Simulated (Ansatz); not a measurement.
Ge₅Te₅⁻. Total charge -1; doublet. Geometry r2SCAN-D4/def2-SVP, that of the neutral singlet; atoms count from 1.

```xyz
10

Ge    0.117    1.287   -2.517
Ge   -1.479    0.871    1.730
Ge   -0.419   -2.180   -1.479
Ge   -0.490   -1.840    1.077
Ge    2.584    1.116   -0.006
Te   -2.395   -1.481    2.748
Te    1.891   -0.857   -1.866
Te   -1.907    0.029   -0.971
Te    0.996    3.078   -0.800
Te    1.102   -0.023    2.084
```

In the def2 sets Te takes a core potential; there is no spin–orbit coupling. The highest occupied level of the charge -1 doublet lies above zero (up to 0.03 eV). By energy differences its removal costs 1.82 eV (vertical, to the charge 0 singlet, at PBE-D4/def2-SVP); self-interaction error and the lack of diffuse functions both raise the level. The structure comes from a short search, and lower isomers may exist.

Estimate the Mulliken populations from the PBE/def2-SVP orbitals of Ansatz.


| atom | charge (e) | spin (α − β) |
| --- | --- | --- |
| Ge1 | 0.09 | 0.00 |
| Ge2 | 0.08 | -0.02 |
| Ge3 | 0.00 | 0.20 |
| Ge4 | -0.06 | 0.43 |
| Ge5 | 0.03 | 0.02 |
| Te6 | -0.29 | 0.14 |
| Te7 | -0.24 | 0.03 |
| Te8 | -0.16 | 0.10 |
| Te9 | -0.33 | 0.01 |
| Te10 | -0.11 | 0.11 |
Mulliken values and Mayer orders depend strongly on the basis.

Where does the spin sit?

Summed by element: Ge 0.62, Te 0.38, of 1 unpaired in all. Largest on single atoms: Ge4 0.43, Ge3 0.20, Te6 0.14.

And the Mayer bond orders between bonded heavy atoms (over 0.3)?

Ge1–Te7 0.70 (2.86 Å); Ge1–Te8 0.71 (2.84 Å); Ge1–Te9 1.03 (2.63 Å); Ge2–Te6 0.90 (2.72 Å); Ge2–Te8 0.64 (2.86 Å); Ge2–Te10 0.74 (2.75 Å); Ge3–Ge4 0.72 (2.58 Å); Ge3–Te7 0.84 (2.69 Å); Ge3–Te8 0.79 (2.71 Å); Ge4–Te6 0.92 (2.56 Å); Ge4–Te10 0.80 (2.62 Å); Ge5–Te7 0.75 (2.80 Å); Ge5–Te9 0.98 (2.65 Å); Ge5–Te10 0.75 (2.80 Å). Values over 0.3 also appear between atoms too far apart for a bond (Ge2–Ge4 0.30 at 2.96 Å); they arise where an orbital or an unpaired electron spreads over both atoms.
